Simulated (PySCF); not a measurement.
AlFHIO. Atoms are numbered in the order given.

```xyz
5

Al    -0.0272     1.3570     0.0000
F     -1.4839     2.1544     0.0000
I      0.0143    -1.0922     0.0000
O      1.4285     2.2107     0.0000
H      1.5200     3.1685     0.0000
```
Charge 0, spin multiplicity 1.

Geometry optimised at B3LYP-D3(BJ)/def2-SVP. The def2 effective core potentials stand for the cores of I; spin–orbit coupling is left out. One conformer was computed; it need not be the lowest.

Level of theory: IEF-PCM-B3LYP/def2-SVP in PySCF 2.14.0.

The values are the electrostatic part of the solvation free energy, E(continuum) − E(gas) at the gas-phase geometry, in a cavity of scaled van der Waals radii (PySCF's table); cavitation and dispersion terms are not included. A continuum can't describe solvent molecules that bind to the metal. In vacuum the orbital gap is 6.27 eV. The dipole moment in vacuum is 1.56 D.

```csv
solvent,ε,ΔG(elec) (kcal/mol),dipole (D),gap (eV)
water,78.36,-8.2,2.05,6.62
n-hexane,1.88,-2.9,1.73,6.38
toluene,2.37,-3.8,1.78,6.42
```
